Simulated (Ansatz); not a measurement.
Species: CH7NSi (charge 0, singlet). 
Geometry from a B3LYP-D3(BJ)/def2-TZVP (Ansatz, a program for electronic structure) optimisation:
```xyz
10

C     -1.6126     0.4066    -0.4022
N     -0.4868     0.2290     0.5037
Si     1.0678    -0.2976    -0.0086
H     -2.1571    -0.5221    -0.6138
H     -1.2533     0.8015    -1.3549
H     -2.3225     1.1326     0.0005
H     -0.7619     0.0269     1.4522
H      1.1173    -1.6794    -0.5665
H      1.5478     0.6091    -1.0798
H      1.9631    -0.2452     1.1702
```
Charge 0, spin multiplicity 1.

Dipole moments at this geometry, in debye (magnitudes).

| level | program | dipole (D) |
|---|---|---|
| SVWN5/def2-TZVPD | Ansatz | 1.25 |
| PBE/def2-TZVPD | Ansatz | 1.25 |
| revPBE/def2-TZVPD | Ansatz | 1.26 |
| r2SCAN/def2-TZVPD | Ansatz | 1.26 |
| B97M-V/def2-TZVPD | Ansatz | 1.35 |
| B3LYP/def2-TZVPD | Ansatz | 1.22 |
| BHLYP/def2-TZVPD | Ansatz | 1.20 |
| r2SCAN0/def2-TZVPD | Ansatz | 1.24 |
| HSE06/def2-TZVPD | Ansatz | 1.23 |
| CAM-B3LYP/def2-TZVPD | Ansatz | 1.21 |
| LC-wPBE/def2-TZVPD | Ansatz | 1.23 |
| wB97X-V/def2-TZVPD | Ansatz | 1.22 |
| CCSD(T)/aug-cc-pV(D+d)Z | Ansatz | 1.23 |
